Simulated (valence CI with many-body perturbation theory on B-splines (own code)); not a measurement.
**Which ion has this spectrum?**

A relativistic CI+MBPT calculation for an atom or ion with 39 electrons gives these levels (cm⁻¹):

```tsv
J	Parity	E	g
3/2	even	0.0	0.66
5/2	even	84529	1.05
3/2	even	103408	1.23
7/2	even	111379	1.07
9/2	even	115332	1.06
1/2	even	117160	1.89
5/2	even	171392	1.35
7/2	even	196610	1.09
9/2	even	207675	1.14
3/2	even	220826	1.14
1/2	even	228638	1.44
11/2	even	235586	1.09
5/2	even	237642	1.20
5/2	even	253907	1.11
```

The energies are calculated, and their last digits are not significant.

Question: Which is it?
A. Er29+
B. Ta34+
C. Lu32+
D. Yb31+

Answer: D. Yb31+, ground level (4d3/2^3) J=3/2.
